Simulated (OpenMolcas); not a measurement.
# P II: Slater's ratio, thermal populations, the spin-orbit constant, worked from levels

| Quantity | Value |
| --- | --- |
| Program | OpenMolcas |
| Basis | ANO-RCC-VTZP [5s4p2d1f] |
| Scalar Hamiltonian | DKH2, point nucleus |
| Active space | 4 electrons in 9 orbitals (RAS2 3s 3p; RAS3 3d, at most 2 electrons) |
| State averaging | 2S+1 = 3 even, 6 roots; 2S+1 = 1 even, 11 roots; 2S+1 = 5 odd, 1 root; 2S+1 = 3 odd, 8 roots; 2S+1 = 1 odd, 8 roots |
| Spin-orbit coupling | state interaction with AMFI integrals over the reference wave functions, term energies averaged over their components |

Methods: RASSCF; MS-RASPT2, IPEA 0.25 Eh, imaginary shift 0.1 Eh (closed shells correlated: 2s 2p). Measured levels: NIST Handbook of Basic Atomic Spectroscopic Data.

**Slater's ratio.** With one set of orbitals, p2 has ¹D - ³P = 6 F2 and ¹S - ¹D = 9 F2 (F2 = F²/25), a ratio of 3/2. Term energies are centres of gravity, weighted by 2J + 1.

| Source | ¹D - ³P | ¹S - ³P | F2 from the first | Ratio |
| --- | --- | --- | --- | --- |
| RASSCF | 10430 | 24202 | 1738 | 1.320 |
| MS-RASPT2 | 8948 | 21872 | 1491 | 1.444 |
| measured | 8567 | 21260 | 1428 | 1.482 |

Energies in cm-1. A ratio away from 3/2 shows effects beyond one configuration with one set of orbitals, and in heavier atoms second-order spin-orbit shifts.

**Thermal populations.** Z = Σ (2J + 1) exp(-E/kT) with k = 0.695035 cm-1/K, over the levels below. No other level of either list lies under 76700 cm-1, which is above 7 kT at each temperature.

| Level | 2J + 1 | MS-RASPT2 | measured |
| --- | --- | --- | --- |
| 3s² 3p² ³P₀ | 1 | 0.0 | 0.0 |
| 3s² 3p² ³P₁ | 3 | 145 | 165 |
| 3s² 3p² ³P₂ | 5 | 417 | 469 |
| 3s² 3p² ¹D₂ | 5 | 9230 | 8882 |
| 3s² 3p² ¹S₀ | 1 | 22150 | 21576 |
| 3s 3p³ ⁵S°₂ | 5 | 43720 | 45697 |
| 3s 3p³ ³D°₁ | 3 | 64630 | 65251 |
| 3s 3p³ ³D°₂ | 5 | 64640 | 65272 |
| 3s 3p³ ³D°₃ | 7 | 64660 | 65307 |

```csv
T (K),"Z, MS-RASPT2","Z, measured levels","Ground level (%), MS-RASPT2","Ground level (%), measured levels"
5000,8.665,8.620,11.5,11.6
8000,9.533,9.542,10.5,10.5
12000,10.461,10.494,9.6,9.5
```

At 12000 K, kT = 8340 cm-1, and the computed levels give Z = 1.000 + 2.948 + 4.756 + 1.653 + 0.070 + 0.026 + 0.001 + 0.002 + 0.003 = 10.461.

**The spin-orbit constant.** For the Hund term ³P of p2, E(J) = (A/2) J(J+1) + constant and ζ = 2S·A = 2A. From J = 0 to J = 2 the energy changes by 3 A.

```csv
Source,E(2) - E(0),A,ζ
RASSCF,414.6,138.2,276
MS-RASPT2,416.5,138.8,278
measured,469.1,156.4,313
```

All in cm-1. MS-RASPT2 is off by -11.2 % and RASSCF by -11.6 %. Both methods take the spin-orbit matrix elements from the reference wave functions, so the second can move ζ only through the term energies and any multistate remixing. Second-order mixing with other terms is absorbed into this ζ.

Term energies are means over components that CASPT2 splits; among the terms shown or strongly mixed into the levels shown the widest spread is 23 cm-1 (3s² 3p² ¹D, MS-RASPT2). The run also gave levels led by 3s 3p² 3d, 3s² 3p 3d, which use shells meant for correlation; these and all levels above them are left out. Some terms mix strongly with configurations of 3d, whose occupation reaches 0.26 (3s 3p³ ³D°, 3s 3p³ ³P°). Without dynamic correlation excited terms often stand tens of per cent too high (terms of higher spin than the ground term too low), and those without a measured partner can miss by more than the paired ones (holds for RASSCF). Measured partners are found by configuration, term and J. A level has none where our copy of the source lacks it or the pairing is in doubt (some pairs that miss far off the trend of their configuration count as doubtful), and it then counts in no deviation. Levels of configurations outside the active space are missing.

° marks odd parity.
